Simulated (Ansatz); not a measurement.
C3H7ClSi (`[SiH3]/C=C\CCl`), relaxed with RKS PBE0-D4/def2-TZVP in the Gaussian-basis code of Ansatz from a PBE-D4/def2-SVP geometry. The force threshold is 0.005 eV/Å; the program also tests the step.

Charge 0, multiplicity 1.

Start:

```xyz
12

Si    0.628   -1.701   -0.315
C     1.078    0.052    0.215
C     0.266    1.132    0.282
C    -1.183    1.156   -0.078
Cl   -2.192    1.489    1.400
H     0.014   -2.474    0.823
H    -0.345   -1.717   -1.464
H     1.885   -2.407   -0.741
H     2.128    0.206    0.527
H     0.670    2.095    0.647
H    -1.536    0.198   -0.502
H    -1.414    1.971   -0.792
```

```
         step  energy (eV)  largest force (eV/Å)  largest move (Å)
            1  -23615.1955                 0.656             0.000
            2  -23615.2474                 0.221             0.038
            3  -23615.2511                 0.097             0.029
            4  -23615.2527                 0.079             0.019
            5  -23615.2535                 0.053             0.037
            6  -23615.2541                 0.082             0.029
 7 (rejected)  -23615.2520                 0.239             0.197
 8 (rejected)  -23615.2464                 0.349             0.098
            9  -23615.2553                 0.018             0.048
           10  -23615.2574                 0.053             0.098
11 (rejected)  -23615.2567                 0.208             0.146
12 (rejected)  -23615.2559                 0.184             0.073
           13  -23615.2587                 0.015             0.035
           14  -23615.2607                 0.026             0.073
           15  -23615.2630                 0.084             0.111
           16  -23615.2641                 0.114             0.087
           17  -23615.2660                 0.064             0.035
           18  -23615.2678                 0.082             0.089
           19  -23615.2691                 0.056             0.116
           20  -23615.2696                 0.041             0.022
           21  -23615.2700                 0.024             0.019
           22  -23615.2704                 0.028             0.051
           23  -23615.2705                 0.024             0.043
           24  -23615.2706                 0.018             0.015
           25  -23615.2706                 0.009             0.006
           26  -23615.2706                 0.004             0.001
```

End:

```xyz
12

Si    0.612   -1.714   -0.262
C     0.994   -0.012    0.393
C     0.240    1.087    0.372
C    -1.108    1.205   -0.235
Cl   -2.318    1.644    1.013
H     0.849   -2.708    0.817
H    -0.790   -1.843   -0.736
H     1.526   -2.034   -1.391
H     1.970    0.088    0.868
H     0.611    2.004    0.829
H    -1.445    0.277   -0.692
H    -1.141    2.005   -0.976
```

Hardware: 4 threads of a server CPU on a shared host. Wall time 91 s, peak host memory 0.6 GiB.
